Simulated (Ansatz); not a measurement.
Isolated molecules relaxed with PBE0-D4/def2-TZVP in Ansatz; ΔE leaves out vibrations. CCSD(T)/CBS is the MP2 limit (def2-TZVPP, def2-QZVPP) plus CCSD(T) − MP2 in def2-TZVPP, frozen cores. DFT in def2-TZVPP. B3LYP here is the variant with VWN-RPA as its local correlation; programs differ in this. For Se outer-core shells are correlated without core-valence functions, which leaves a few kJ/mol of doubt a bond. Scalar relativity is left out up to krypton. One conformer a species, not always the lowest.

`CB(N)[SiH2]O` + `NC=[Se]` → `CNC=[Se]` + `NB[SiH2]O`  (substitution at a C–B bond)

```csv
level,ΔE (kJ/mol)
PBE-D4,59.1
r2SCAN-D4,61.2
B3LYP-D4,56.8
ωB97X-V,55.0
SCS-MP2/def2-TZVPP,51.8
HF/CBS(def2),53.2
MP2/CBS(def2),56.4
CCSD/CBS(def2),56.6
```

Question: What does CCSD(T)/CBS give? (Estimate.)

Answer: Ansatz gave: +56.3 kJ/mol. The listed levels differ from it by 2.8, 4.9, 0.5, -1.3, -4.5, -3.1, 0.1, 0.3 kJ/mol.

Largest T1 diagnostic among the species: 0.017.
